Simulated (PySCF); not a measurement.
BiMe3, C₃H₉Bi.
Geometry (PBE0-D3(BJ)/def2-SVP, Å), atoms numbered from 1 in this order:
```
atom  x, y, z in Å
Bi1    0.0265   -0.0046    1.2928
C2     1.9064   -0.0184    0.0129
H3     2.5461    0.8320    0.2874
H4     1.6224    0.0577   -1.0456
H5     2.4569   -0.9546    0.1825
C6    -0.9345    1.6467    0.0605
H7    -0.8239    1.4115   -1.0072
H8    -0.4429    2.6048    0.2813
H9    -2.0018    1.7207    0.3135
C10   -0.9609   -1.6403    0.0590
H11   -2.0442   -1.6317    0.2458
H12   -0.5520   -2.6193    0.3464
H13   -0.7675   -1.4566   -1.0069
```

Computed, not measured: PBE0-D3(BJ)/def2-SVP geometry optimisation, gas phase, def2 core potentials past Kr (PySCF).

(1) Which atoms are bound to Bi1, and at what distances?

(2) List the angles at Bi1.

(3) What is the shape at Bi1?

(4) What are the other bond lengths?

Answers

(1) 3 atoms: C6 2.273 Å, C2 2.274 Å, C10 2.274 Å. The nearest atom not counted as bound is H7, at 2.83 Å (others tie with it).

(2) 
```tsv
angle	degrees	distance of the outer atoms (Å)
C2–Bi1–C10	92.8	3.29
C2–Bi1–C6	92.8	3.29
C6–Bi1–C10	92.6	3.29
```

(3) Pyramidal: angles 92.8°, 92.8° and 92.6°, sum 278.2°, 1.25 Å off the plane of its three neighbours.

(4) C2–H3 and 8 like bonds 1.099 Å.

Point group: near C3v, missed by 0.18 Å at most; the miss may be what the optimiser left on a soft mode. Charge 0, singlet. Stationary, but not proved a minimum.

Hardware: one thread, Arm Neoverse V1 (aarch64), shared host. Cost: 35 s of wall time, 0.47 GiB resident at most. This is the geometry optimisation.
